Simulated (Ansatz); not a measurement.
The pair A = C2H6 (SMILES CC) (first 8 atoms), B = CH4S (SMILES CS); geometry from B3LYP-D3(BJ)/def2-TZVP.
(charge 0, multiplicity 1):
```xyz
14

C     -0.527     0.559     0.233
C      0.547    -0.523     0.163
H     -1.277     0.421    -0.547
H     -0.096     1.554     0.101
H     -1.043     0.541     1.194
H      0.117    -1.517     0.304
H      1.310    -0.380     0.931
H      1.055    -0.520    -0.803
C      0.840     0.873     3.801
S     -0.316    -0.516     4.027
H      0.713     1.338     2.826
H      0.595     1.601     4.573
H      1.872     0.554     3.936
H      0.151    -1.282     3.029
```

Frozen-core correlation. MP2 and its Hartree–Fock in aug-cc-pV(T+d)Z are density fitted.

Run with Ansatz (Gaussian orbitals). Values without a source in brackets are computed.

The counterpoise-corrected interaction energy is E(AB) − E(A in the pair's basis) − E(B in the pair's basis). Total energies (hartree):

```csv
level,AB,A in the pair's basis,B in the pair's basis
HF/aug-cc-pV(D+d)Z,-516.9703115,-79.2375027,-437.7348860
MP2/aug-cc-pV(D+d)Z,-517.5935756,-79.5516462,-438.0395214
HF/aug-cc-pV(T+d)Z,-517.0178421,-79.2602451,-437.7596879
MP2/aug-cc-pV(T+d)Z,-517.7693421,-79.6355148,-438.1308874
CCSD(T)/aug-cc-pV(D+d)Z,-517.6869904,-79.5980352,-438.0867533
```

### Question
Work out the counterpoise-corrected interaction energy at the basis-set limit: extrapolate the MP2 correlation part as X⁻³, take Hartree–Fock from the larger set, and add the CCSD(T) − MP2 difference of aug-cc-pV(D+d)Z.

### Answer

1. Differences (1 hartree = 627.509 kcal/mol): HF/aug-cc-pV(D+d)Z 1.303; MP2/aug-cc-pV(D+d)Z -1.511; HF/aug-cc-pV(T+d)Z 1.312; MP2/aug-cc-pV(T+d)Z -1.845; CCSD(T)/aug-cc-pV(D+d)Z -1.382.
2. Correlation parts, MP2 less HF: -2.815 in aug-cc-pV(D+d)Z (X = 2), -3.157 in aug-cc-pV(T+d)Z (X = 3).
3. Limit (3³·(-3.157) − 2³·(-2.815))/(3³ − 2³) = -3.301; with HF/aug-cc-pV(T+d)Z it gives -1.989.
4. CCSD(T) less MP2 in aug-cc-pV(D+d)Z: 0.129.
Result: -1.86 kcal/mol, against -1.51 at MP2/aug-cc-pV(D+d)Z. It is an estimate of this method's limit, not of the exact value.

Ansatz is a program for electronic structure.
